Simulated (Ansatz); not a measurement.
C₂H₆ClNSi, SMILES `C/C=N\[SiH2]Cl`, relaxed with RKS PBE0-D4/def2-TZVP in Ansatz 0.2.0 from a PBE-D4/def2-SVP geometry. The force threshold is 0.005 eV/Å; the program also tests the step.

The species carries charge 0 and has multiplicity 1.

Start:

```xyz
11

C    -0.753   -1.173    0.892
C    -1.103    0.202    0.396
N    -0.394    0.999   -0.299
Si    1.169    1.079   -1.031
Cl    2.460   -0.583   -0.826
H    -1.492   -1.907    0.504
H    -0.848   -1.205    1.999
H     0.267   -1.481    0.596
H    -2.128    0.548    0.687
H     0.948    1.273   -2.499
H     1.873    2.249   -0.418
```

(1) How much energy does the relaxation release, and in how many steps? (Estimate.)

(2) Which bonds change most? (An estimate is asked.)

(3) Give the relaxed structure. (Best estimate.)

Results:

(1) Ansatz gave: 6.19 kJ/mol, in 8 steps.

(2) Ansatz gave: Si4–Cl5 from 2.114 to 2.079 Å; N3–Si4 from 1.728 to 1.698 Å; Si4–H11 from 1.497 to 1.478 Å; Si4–H10 from 1.497 to 1.478 Å.

(3) Ansatz gave: 
```xyz
11

C    -0.750   -1.168    0.885
C    -1.088    0.198    0.390
N    -0.379    0.977   -0.294
Si    1.153    1.074   -1.020
Cl    2.439   -0.548   -0.825
H    -1.488   -1.883    0.507
H    -0.836   -1.188    1.977
H     0.249   -1.481    0.590
H    -2.094    0.544    0.673
H     0.939    1.251   -2.472
H     1.854    2.224   -0.411
```
